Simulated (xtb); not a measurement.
Al(F)(NCO)(OMe) (C₂H₃AlFNO₂), SMILES C[O][Al]([F])[N]=C=O. All values are semi-empirical tight-binding results from xtb (GFN2-xTB unless named), good for trends rather than for accurate numbers. Geometry: GFN2-xTB. The values are those of a single conformer.

For metal compounds this method's bond lengths and energies can be far off.

Computed properties:
| Item | Value |
|---|---|
| orbital gap | 4.17 eV |
| zero-point energy | 35.5 kcal/mol |
| G − E(el) at 298.15 K (modified RRHO) | 13.1 kcal/mol |
